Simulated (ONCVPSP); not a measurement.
# Plane-wave convergence, ONCV potential for germanium (Ge)

- Element: Ge (Z = 32)
- Generator: ONCVPSP 4.0.1
- Type: optimised norm-conserving Vanderbilt (ONCV)
- Functional: BLYP
- Relativity: scalar-relativistic
- Frozen core: [Ar] 3d10
- Valence charge: 4
- Reference configuration: 4s2 4p2
- Partial waves: 4s: rc 1.70 bohr, ncon 4, nbas 8, qcut 3.4 1/bohr, 2 projectors, debl 3 Ha; 4p: rc 1.95 bohr, ncon 4, nbas 9, qcut 4.5 1/bohr, 2 projectors, debl 3 Ha
- Local potential: polynomial inside 1.15 bohr (lpopt 5, dvloc0 0 Ha)
- Core correction: none

Problem. For each optimised wave give the share of its norm inside rc, the residual kinetic energy above qcut (Ha) and the cutoffs (Ha) for errors of 10, 1, 0.1 and 0.01 mHa per electron.

Solution.

```tsv
wave	norm inside rc	residual KE	10 mHa	1 mHa	0.1 mHa	0.01 mHa
4s	0.338	7.2e-03	5.3	25.6	55.8	64.8
s projector 2	0.103	8.2e-02	8.6	28.1	55.3	65.8
4p	0.233	6.9e-05	1.9	6.5	9.6	39.4
p projector 2	0.130	1.8e-03	8.3	10.9	24.2	54.6
```

The occupied waves need 26 Ha and 56 Ha for 1 and 0.1 mHa. Note: no bound ghost flagged; GHOST(+) flagged for s at 75.9 eV. Its largest configuration-test error is +343 meV.
